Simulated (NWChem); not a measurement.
**Atomisation of C$_{3}$H$_{5}$**

SMILES: [CH]=CC
```xyz
8

C     -1.3149    -0.3663     0.0000
C     -0.2217     0.3793     0.0000
C      1.2031    -0.1110     0.0000
H     -2.4022    -0.2148     0.0000
H     -0.3492     1.4878     0.0000
H      1.7502     0.2657    -0.8905
H      1.2525    -1.2165     0.0000
H      1.7502     0.2657     0.8905
```
Charge 0, spin multiplicity 2.

Everything below was run with NWChem. Structure: optimised with UPBE/def2-SVP, a minimum by its harmonic frequencies.

Basis set: def2-TZVP. The atomisation energy is electronic alone: no zero-point, thermal, spin-orbit or counterpoise terms. No value is extrapolated to the basis-set limit. Free atoms are single determinants with multiplicities C 3, H 2. Correlated methods freeze the same cores in atoms and molecule, 3 orbitals in all.

The structure started from a generated list of species. The unpaired electrons of the parent sit in orbitals of symmetry a' (Cs labels of the run); other states weren't searched. No SCF solution was tested for a lower state. Open-shell Hartree-Fock references start from PBE0 orbitals.

Question: One of these methods gave an atomisation energy of 843.0 kcal/mol. Which?
A. BHandHLYP
B. LDA (SVWN5)
C. PBE0
D. PBE

Answer: B, LDA (SVWN5). The others give 721.4 (BHandHLYP), 746.9 (PBE0), 758.6 (PBE).
